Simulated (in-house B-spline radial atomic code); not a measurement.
Mg VI (Mg5+): [He] 2s2 2p3

All numbers are computed (Dirac-Kohn-Sham BLYP, spherical fractional occupations; Fermi nucleus of rms radius 3.057 fm) with a B-spline radial code for spherical atoms, not measured.

Screening seen three ways: the hydrogenic charge with the same mean radius, Z_r = [3n² - l(l+1)]/(2<r>), the one with the same energy, Z_e = n√(-2ε), and Slater's rules. Values are occupation-weighted means over j.

| shell | electrons | ε (eV) | <r> (bohr) | Z_r | Z_e | Slater |
| --- | --- | --- | --- | --- | --- | --- |
| 1s | 2 | -1406.9 | 0.1304 | 11.51 | 10.17 | 11.70 |
| 2s | 2 | -194.77 | 0.6278 | 9.56 | 7.57 | 8.90 |
| 2p | 3 | -164.49 | 0.5751 | 8.69 | 6.95 | 8.90 |

The least bound orbital is 2p3/2 at -164.4 eV, while the most diffuse is 2s1/2 (<r> = 0.6278 bohr against 0.5756 bohr): energy order and size order differ.

Spin-orbit splittings of the orbital energies (j = l + 1/2 above j = l - 1/2 when positive): 2p 0.4001 eV.

For the 1s electron the small component carries 0.18 % of the norm, the zero-frequency Breit interaction raises the level by 0.6603 eV, self-energy by 0.2786 eV, and vacuum polarisation lowers it by 0.01613 eV.
